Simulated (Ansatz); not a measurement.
`CB(O)[SeH]` → `C[B][SeH]`• + `[OH]`• at 500 K and 1 bar (homolysis of the B–O bond).

Calculated with Ansatz (gas phase, PBE0-D4/def2-TZVP geometries, no zero-point term in ΔE). CBS: MP2 limit from def2 TZ/QZ plus the TZ coupled-cluster correction, frozen cores. This one scheme is used for every species. Open shells (•) are unrestricted, without spin–orbit coupling. For Se outer-core shells are correlated without core-valence functions, which leaves a few kJ/mol of doubt a bond. Scalar relativity is left out up to krypton. One conformer a species, not always the lowest.

```csv
species,CCSD(T)/CBS energy (Eh),H − E (kJ/mol),S (J/(mol·K))
`CB(O)[SeH]`,-2541.82476,208.3,385.5
`C[B][SeH]`•,-2465.90941,154.2,350.9
`[OH]`•,-75.67771,37.0,199.0
```

H − E and S are ideal-gas, rigid-rotor, harmonic terms from PBE0-D4/def2-TZVP, for one conformer and one mirror image of each species, with the whole ground term of open shells counted as degenerate. 1 Eh = 2625.50 kJ/mol, R = 8.31446 J/(mol·K).

Problem. By hand: ΔE, ΔH, ΔS and ΔG.

Solution. ΔE = (-2465.90941) + (-75.67771) − (-2541.82476) = 0.23764 Eh = 623.9 kJ/mol. Δ(H − E) = 154.2 + 37.0 − 208.3 = -17.1, so ΔH = 606.8 kJ/mol. ΔS = 350.9 + 199.0 − 385.5 = 164.4 J/(mol·K). ΔG = 606.8 − 500 × (164.4)/1000 = 524.6 kJ/mol.

Problem. By hand: the equilibrium constant, and the temperature at which ΔG would vanish if ΔH and ΔS stayed fixed.

Solution. log₁₀ K = −ΔG/(RT ln 10) = -54.8. ΔG = 0 at ΔH/ΔS = 3691 K, far beyond where these terms or the molecules hold.

The number of gas molecules changes by +1, which sets the sign of ΔS. A doubt of 5 kJ/mol in ΔE shifts log₁₀ K by 0.5 here. Other conformers and mirror images would add mixing entropy, several J/(mol·K) or more a flexible species. Modes under 60 cm⁻¹, often nearly free rotors, make the harmonic entropy too high. These are equilibria of isolated gas molecules and say nothing of rates. Largest T1 diagnostic: 0.014 (customary marks: 0.02 for closed shells, 0.045 for open ones).
